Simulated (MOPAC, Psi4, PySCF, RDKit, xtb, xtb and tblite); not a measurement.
Two geometries of C₂H₆BNSi, SMILES B[SiH2]CC#N, relaxed at GFN2-xTB with one dihedral held; other torsions can differ between them too.

Structure A

```
11

B      1.8368     0.5592     0.0401
Si     0.4649    -0.6881    -0.5857
C      0.2313    -0.6379    -2.5092
C      1.4734    -0.9025    -3.1548
N      2.4939    -1.1142    -3.6302
H      2.0916     0.6431     1.1782
H      2.4193     1.2650    -0.6876
H     -0.9051    -0.4251    -0.0987
H      0.7171    -2.1096    -0.2863
H     -0.4991    -1.3804    -2.8313
H     -0.1234     0.3453    -2.8231
```

Structure B

```
11

B     -1.8699     0.4751     0.0181
Si    -0.4196    -0.7052    -0.5552
C     -1.1377    -2.0107    -1.8026
C     -2.2912    -2.6305    -1.2448
N     -3.2202    -3.0937    -0.7601
H     -2.1841     0.5696     1.1397
H     -2.4681     1.1205    -0.7531
H      0.6712    -0.0878    -1.3357
H      0.2670    -1.5213     0.4617
H     -0.3938    -2.7742    -2.0287
H     -1.4195    -1.5196    -2.7350
```

Problem. Which is lower in energy at the level DF-MP2 (frozen core)/cc-pVTZ // GFN2-xTB run with Psi4, and by how much?

Solution. A is lower, by 2.45 kJ/mol (dihedral H6–B1–Si2–C3: 180° in A, 120° in B).

E(B) − E(A) in kJ/mol at the other levels, on the same two geometries: GFN2-xTB (xtb and tblite) -1.22; PBE/def2-TZVP // GFN2-xTB (Psi4) 3.86; PBE-D3(BJ)/def2-TZVP // GFN2-xTB (Psi4) 3.73; M06-2X/def2-TZVP // GFN2-xTB (Psi4) 3.37; HF/cc-pVTZ // GFN2-xTB (Psi4) 3.00; UFF // GFN2-xTB (RDKit) 3.36; PM6, restricted, heats of formation // GFN2-xTB (MOPAC) 3.94; PM7, restricted, heats of formation // GFN2-xTB (MOPAC) 2.69; GFN1-xTB // GFN2-xTB (xtb) -1.31; restricted B3LYP/6-31G*, spherical d // GFN2-xTB (PySCF) 2.89; restricted M06-2X/6-31G*, spherical d // GFN2-xTB (PySCF) 3.11; restricted Hartree-Fock/LANL2DZ, with its core potentials past Ne // GFN2-xTB (PySCF) 4.59; restricted Hartree-Fock/6-31G*, spherical d // GFN2-xTB (PySCF) 2.94.
